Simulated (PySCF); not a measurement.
A structure optimised at PBE0-D3(BJ)/def2-SVP, used in a PySCF frequency run:

```xyz
11

C     -1.2636     1.5538     0.0000
C      0.1784     1.2129     0.0000
F      0.9363     2.3090     0.0000
C      0.7835     0.0127     0.0000
B      0.0824    -1.3503     0.0000
F      0.7907    -2.4682     0.0000
F     -1.2381    -1.5026     0.0000
H     -1.4937     2.1681    -0.8850
H     -1.4937     2.1681     0.8850
H     -1.8922     0.6585     0.0000
H      1.8774     0.0359     0.0000
```

Write its SMILES, formula and point group.

C/C(F)=C\B(F)F, C₃H₄BF₃, Cs

What are its rotational constants (standard atomic weights)?

5.1897, 1.4968, 1.1702 GHz
